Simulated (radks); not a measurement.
Effect of the nuclear size on the chromium ion Cr+, [Ar] 3d5. Calculated with a radial shooting solver on a logarithmic mesh with Libxc functionals: Dirac Kohn-Sham, LDA (Slater exchange, Perdew-Wang correlation), spin-unpolarised, spherical densities, finite nucleus; open shells are shared between the two j in proportion to 2j + 1; Fermi nuclear charge, rms radius 3.6452 fm. The rms radius is varied about that value; shifts are against it.

rms radius (fm)  total energy shift (eV)  density at nucleus (e/bohr^3)  1s1/2 shift (meV)  2s1/2 shift (meV)  3s1/2 shift (meV)
3.0948                           -0.0205                      1.143e+04              -8.70             -0.762             -0.110
3.5286                          -0.00461                      1.138e+04              -1.96             -0.171             -0.025
3.6452                                 0                      1.136e+04              0.000              0.000              0.000
3.9878                            0.0144                      1.133e+04               6.11              0.535              0.077
4.2102                            0.0244                       1.13e+04               10.4              0.907              0.131

Slopes of the eigenvalues against <r^2> in GHz/fm^2, as finite differences over the two radii next to the reference (eigenvalue slopes, not the field-shift constants of lines): 1s1/2 565, 2s1/2 49.5, 3s1/2 7.14.
